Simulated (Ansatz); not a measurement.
The cluster B6H2. The state is a singlet with charge 0. Geometry PBE0-D4/def2-SVP.

```xyz
8

B     1.351   -0.882   -0.135
B    -0.195    0.249    1.001
B    -0.207    0.518   -0.890
B    -0.049   -1.602   -0.228
B    -1.174   -0.562   -0.072
B     1.139    0.628    0.082
H    -0.419    0.537    2.148
H    -0.446    1.114   -1.907
```

The restricted singlet is unstable towards broken spin symmetry in Hartree–Fock (as tested in another run); at PBE-D4/def2-TZVP, revPBE-D4/def2-TZVP, r2SCAN-D4/def2-TZVP, r2SCANh-D4/def2-TZVP and others this wasn't settled. Another isomer (singlet) lies 1.56 eV lower at PBE0-D4/def2-TZVP; other spin states weren't run for this one.

Problem. Estimate the orbital energies around the gap (eV) in Ansatz with PBE-D4/def2-TZVP, revPBE-D4/def2-TZVP, r2SCAN-D4/def2-TZVP, r2SCANh-D4/def2-TZVP, PBE0-D4/def2-TZVP.

Solution. 
```json
{"orbital": "HOMO−9", "PBE-D4/def2-TZVP": "-18.06", "revPBE-D4/def2-TZVP": "-18.05", "r2SCAN-D4/def2-TZVP": "-18.99", "r2SCANh-D4/def2-TZVP": "-19.76", "PBE0-D4/def2-TZVP": "-20.34"}
{"orbital": "HOMO−8", "PBE-D4/def2-TZVP": "-12.56", "revPBE-D4/def2-TZVP": "-12.54", "r2SCAN-D4/def2-TZVP": "-13.18", "r2SCANh-D4/def2-TZVP": "-13.81", "PBE0-D4/def2-TZVP": "-14.37"}
{"orbital": "HOMO−7", "PBE-D4/def2-TZVP": "-12.14", "revPBE-D4/def2-TZVP": "-12.13", "r2SCAN-D4/def2-TZVP": "-12.72", "r2SCANh-D4/def2-TZVP": "-13.33", "PBE0-D4/def2-TZVP": "-13.89"}
{"orbital": "HOMO−6", "PBE-D4/def2-TZVP": "-11.34", "revPBE-D4/def2-TZVP": "-11.32", "r2SCAN-D4/def2-TZVP": "-11.87", "r2SCANh-D4/def2-TZVP": "-12.46", "PBE0-D4/def2-TZVP": "-13.01"}
{"orbital": "HOMO−5", "PBE-D4/def2-TZVP": "-9.64", "revPBE-D4/def2-TZVP": "-9.61", "r2SCAN-D4/def2-TZVP": "-10.02", "r2SCANh-D4/def2-TZVP": "-10.53", "PBE0-D4/def2-TZVP": "-11.05"}
{"orbital": "HOMO−4", "PBE-D4/def2-TZVP": "-8.24", "revPBE-D4/def2-TZVP": "-8.20", "r2SCAN-D4/def2-TZVP": "-8.53", "r2SCANh-D4/def2-TZVP": "-8.98", "PBE0-D4/def2-TZVP": "-9.50"}
{"orbital": "HOMO−3", "PBE-D4/def2-TZVP": "-7.59", "revPBE-D4/def2-TZVP": "-7.55", "r2SCAN-D4/def2-TZVP": "-7.85", "r2SCANh-D4/def2-TZVP": "-8.25", "PBE0-D4/def2-TZVP": "-8.71"}
{"orbital": "HOMO−2", "PBE-D4/def2-TZVP": "-7.39", "revPBE-D4/def2-TZVP": "-7.35", "r2SCAN-D4/def2-TZVP": "-7.59", "r2SCANh-D4/def2-TZVP": "-7.98", "PBE0-D4/def2-TZVP": "-8.43"}
{"orbital": "HOMO−1", "PBE-D4/def2-TZVP": "-6.70", "revPBE-D4/def2-TZVP": "-6.65", "r2SCAN-D4/def2-TZVP": "-6.87", "r2SCANh-D4/def2-TZVP": "-7.25", "PBE0-D4/def2-TZVP": "-7.72"}
{"orbital": "HOMO", "PBE-D4/def2-TZVP": "-6.69", "revPBE-D4/def2-TZVP": "-6.63", "r2SCAN-D4/def2-TZVP": "-6.82", "r2SCANh-D4/def2-TZVP": "-7.11", "PBE0-D4/def2-TZVP": "-7.45"}
{"orbital": "LUMO", "PBE-D4/def2-TZVP": "-4.02", "revPBE-D4/def2-TZVP": "-3.94", "r2SCAN-D4/def2-TZVP": "-3.81", "r2SCANh-D4/def2-TZVP": "-3.49", "PBE0-D4/def2-TZVP": "-3.12"}
{"orbital": "LUMO+1", "PBE-D4/def2-TZVP": "-3.31", "revPBE-D4/def2-TZVP": "-3.24", "r2SCAN-D4/def2-TZVP": "-3.09", "r2SCANh-D4/def2-TZVP": "-2.76", "PBE0-D4/def2-TZVP": "-2.40"}
{"orbital": "LUMO+2", "PBE-D4/def2-TZVP": "-2.47", "revPBE-D4/def2-TZVP": "-2.41", "r2SCAN-D4/def2-TZVP": "-2.29", "r2SCANh-D4/def2-TZVP": "-1.98", "PBE0-D4/def2-TZVP": "-1.62"}
{"orbital": "LUMO+3", "PBE-D4/def2-TZVP": "-2.46", "revPBE-D4/def2-TZVP": "-2.40", "r2SCAN-D4/def2-TZVP": "-2.21", "r2SCANh-D4/def2-TZVP": "-1.87", "PBE0-D4/def2-TZVP": "-1.52"}
{"orbital": "LUMO+4", "PBE-D4/def2-TZVP": "-1.37", "revPBE-D4/def2-TZVP": "-1.28", "r2SCAN-D4/def2-TZVP": "-0.96", "r2SCANh-D4/def2-TZVP": "-0.64", "PBE0-D4/def2-TZVP": "-0.42"}
{"orbital": "LUMO+5", "PBE-D4/def2-TZVP": "0.02", "revPBE-D4/def2-TZVP": "0.09", "r2SCAN-D4/def2-TZVP": "0.44", "r2SCANh-D4/def2-TZVP": "0.76", "PBE0-D4/def2-TZVP": "0.99"}
```
